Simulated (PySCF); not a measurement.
Species: C6H9FO2.
Structure used (PBE0-D3(BJ)/def2-SVP), in Å, numbered top down from 1:
```xyz
18
C6H9FO2 angstrom
C      2.544   -0.488    0.184
O      1.642    0.553   -0.099
C      0.342    0.372    0.314
F      0.341    0.249    1.709
C     -0.434    1.579   -0.090
C     -1.685    1.478   -0.561
O     -2.394    0.344   -0.660
C     -1.829   -0.776   -0.002
C     -0.336   -0.882   -0.230
H      2.502   -0.780    1.246
H      2.364   -1.379   -0.444
H      3.549   -0.107   -0.040
H      0.067    2.546   -0.049
H     -2.249    2.340   -0.928
H     -2.024   -0.684    1.082
H     -2.364   -1.657   -0.381
H     -0.114   -0.967   -1.306
H      0.048   -1.776    0.281
```

Level: PBE0/pcSseg-1 and wB97X-D/def2-SVPD in PySCF, non-relativistic, on one gas-phase PBE0-D3(BJ)/def2-SVP geometry that isn't relaxed in the solvent. The solvent is an IEF-PCM continuum (cavity from Bondi-type radii × 1.2). The model holds no explicit solvent molecules, cavitation or dispersion.

Gas phase at PBE0/pcSseg-1: HOMO -6.83 eV, LUMO 0.39 eV, dipole 1.94 D.

Task: What does the continuum do to the energy, the frontier levels and the dipole at PBE0/pcSseg-1 in chloroform and dichloromethane?

Result: 
```csv
solvent,ε,E(solvent) − E(gas) (kJ/mol),polarisation term (kJ/mol),distortion of the solute (kJ/mol),HOMO (eV),LUMO (eV),dipole (D)
chloroform,4.711,-18.27,-19.92,1.65,-6.88,0.35,2.37
dichloromethane,8.93,-21.88,-24.32,2.44,-6.90,0.34,2.47
```

Polarisation term: ½ Σ q·V over the induced surface charges. Distortion: the rise of the solute's own energy as its density leaves the gas-phase optimum. From chloroform to dichloromethane the lowering changes by a factor 1.20, Onsager's factor (ε − 1)/(2ε + 1) by 1.18 and ε itself by 1.9.

Task: Which radius a makes the point-dipole formula ΔE = −[(ε − 1)/(2ε + 1)]·μ²/a³ give the value in dichloromethane, with the gas-phase dipole?

Result: μ = 0.763 au and |ΔE| = 0.00833 Eh give a = 1.63 Å; the farthest nucleus lies 3.55 Å from the centroid of the nuclei, so such a sphere wouldn't even hold the nuclei. The formula assumes a rigid point dipole at the centre of a sphere.

Task: Give the dipole vector in the frame of the coordinates (D, pointing from negative to positive charge), gas and dichloromethane.

Result: Gas (0.30, -1.76, -0.76), solvent (0.27, -2.26, -0.96). Its length changes by +27 % and its direction by 3°.

Task: Which Mulliken charges (PBE0/pcSseg-1) respond most in chloroform (means over atoms taken as equivalent)?

Result: 
```csv
atoms,environment,gas (e),solvent (e),change
C5,alkene CH carbon,-0.183,-0.211,-0.028
O2,ether oxygen,-0.496,-0.512,-0.016
H14,vinylic hydrogen,+0.119,+0.134,+0.015
H18,methylene hydrogen,+0.140,+0.153,+0.013
F4,alkyl fluorine,-0.336,-0.349,-0.013
H16,methylene hydrogen,+0.129,+0.141,+0.012
O7,cyclic ether oxygen,-0.454,-0.466,-0.012
H10/H11/H12,methyl hydrogen,+0.114,+0.121,+0.007
C9,ring CH2 carbon,-0.256,-0.249,+0.007
C1,methoxy carbon,-0.045,-0.052,-0.007
H17,methylene hydrogen,+0.144,+0.150,+0.006
H13,vinylic hydrogen,+0.117,+0.122,+0.005
```

Task: How do the nuclear quadrupole coupling constants eQVzz/h respond in chloroform?

Result: 
```
  nucleus  Q (barn)  gas (MHz)  solvent (MHz)  η gas  η solvent
17O at O2   -0.0256     -12.03         -11.89   0.86       0.86
17O at O7   -0.0256     -10.85         -10.70   0.66       0.65
```

Gas phase at wB97X-D/def2-SVPD: HOMO -8.75 eV, LUMO 2.09 eV, dipole 1.91 D.

Task: What does the continuum do to the energy, the frontier levels and the dipole at wB97X-D/def2-SVPD in chloroform?

Result: 
```json
{"solvent": "chloroform", "ε": "4.711", "E(solvent) − E(gas) (kJ/mol)": "-18.09", "polarisation term (kJ/mol)": "-20.04", "distortion of the solute (kJ/mol)": "1.95", "HOMO (eV)": "-8.78", "LUMO (eV)": "2.07", "dipole (D)": "2.40"}
```

Task: How does the static polarisability (wB97X-D/def2-SVPD, frozen core, with the continuum's full static response) change?

Result: 
```json
{"medium": "gas", "isotropic (au)": "77.5", "principal values (au)": "63.6, 76.4, 92.6", "⟨r²⟩ of the electrons (bohr²)": "1131.5"}
{"medium": "chloroform", "isotropic (au)": "94.9", "principal values (au)": "79.6, 93.8, 111.3", "⟨r²⟩ of the electrons (bohr²)": "1130.6"}
```

The isotropic value in chloroform is 1.22 times the gas-phase one; no cavity-field correction is applied. ⟨r²⟩ is taken about the centre of nuclear charge.

The pairwise dispersion term of wB97X-D wasn't added to the energies; at a given geometry it leaves orbitals and properties as they are.
